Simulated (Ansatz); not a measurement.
## Energy profile

The step: Si₂H₄Cl₂ ([SiH3][SiH]([Cl])[Cl]) + H₂ → SiH₂Cl₂ ([Cl][SiH2][Cl]) + SiH₄; bonds formed: Si1–H7, Si2–H6; bonds broken: Si1–Si2, H6–H7 (atoms numbered as in the saddle structure below).

```
10
angstrom
Si -0.5669 0.8872 -0.6784
Si 0.7489 -0.9833 0.4729
Cl -0.1596 0.2566 -2.6037
Cl -2.6083 0.8854 -0.4598
H -0.0819 2.2856 -0.6132
H 0.1735 -0.1307 1.8039
H -0.2333 0.4155 1.0580
H 1.7540 0.1191 0.4557
H -0.6173 -1.5730 0.5083
H 1.5909 -2.1623 0.0562
```

Electronic energies by CCSD(T) at an estimated basis limit (MP2 extrapolated from triple and quadruple zeta, plus CCSD(T) − MP2 in triple zeta), on PBE0-D4/def2-TZVP structures; Si2H6Cl2, singlet; no counterpoise correction. Program: Ansatz 0.2.0. Basis: def2-TZVPP and def2-QZVPP. Cores are frozen in the correlated methods. Extrapolation: Hartree–Fock as exp(−7.88 √X), correlation as X^−2.97.

(1) Give the profile in eV, counted from the separated reactants. (Judge from chemistry; the value comes from the calculation.)

The T1 diagnostic stays at or below 0.012.

Results:

(1) The calculation gives:
```tsv
point	eV
separated: Si2H4Cl2 (linked as [SiH3][SiH]([Cl])[Cl]; Si1, Si2, Cl3, Cl4, H5, H8, H9, H10; singlet) + H2 (H6, H7; singlet)	0.000
start structure	-0.027
saddle	2.977
end structure	-0.261
separated: SiH2Cl2 (linked as [Cl][SiH2][Cl]; Si1, Cl3, Cl4, H5, H7; singlet) + SiH4 (Si2, H6, H8, H9, H10; singlet)	-0.204
```

For scale, one of the runs: CCSD(T)/def2-TZVPP, 252 basis functions, launched by `ansatz run in.yaml --threads 4 --pin off --events-out ev --progress --plain --max-ram 9574MiB`. Time: 2.8 min of wall clock on 4 CPU threads of an Arm Neoverse N1; the host was shared. Peak host memory: 4.7 GiB.
